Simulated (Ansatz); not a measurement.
This geometry of ClFGeH2 + H2O (8 atoms, charge 0, multiplicity 1) is a first-order saddle point.

Method: RKS BHLYP-D4/def2-SVP (Ansatz 0.2.0).

```xyz
8
Properties=species:S:1:pos:R:3
Ge 0.085 -0.241 -0.131
F 0.744 0.192 1.757
H 1.381 0.279 -0.704
H -1.146 0.577 0.194
Cl -0.714 -1.479 -1.783
O 0.388 -1.791 0.958
H -0.272 -2.482 1.025
H 0.593 -1.056 1.745
```

(1) Which two structures does it join? (They come from a converged band through this point; their orientation in space is the band's.)

(2) How far does it lie above each of them?

Results:

(1) Bonds broken: Ge1–F2, O6–H8. Bonds formed: Ge1–O6, F2–H8. ClFGeH2 + H2O becomes ClGeH3O + FH.

First end point:

```xyz
8
Properties=species:S:1:pos:R:3
Ge -0.116 0.237 -0.151
F -0.250 0.133 1.577
H 1.329 0.093 -0.569
H -0.799 1.551 -0.506
Cl -1.341 -1.338 -0.954
O 1.101 -2.181 1.065
H 0.406 -2.773 0.781
H 0.728 -1.724 1.819
```

Last end point:

```xyz
8
Properties=species:S:1:pos:R:3
Ge -0.069 -0.399 -0.312
F 0.989 0.125 2.314
H 1.275 0.177 -0.712
H -1.113 0.569 0.210
Cl -0.903 -1.413 -2.032
O 0.176 -1.709 0.875
H -0.080 -2.587 0.596
H 0.783 -0.764 2.124
```

(2) 20.1 kcal/mol above the first and 15.7 kcal/mol above the second. This is the barrier of this one path; another mechanism may lie lower. The orbitals stay closed-shell, which can raise the energy where a bond breaks towards radicals; this wasn't checked here.

Run time: 5.4 min on 2 threads of Arm Neoverse N1, on a shared host, peak memory 0.24 GiB.
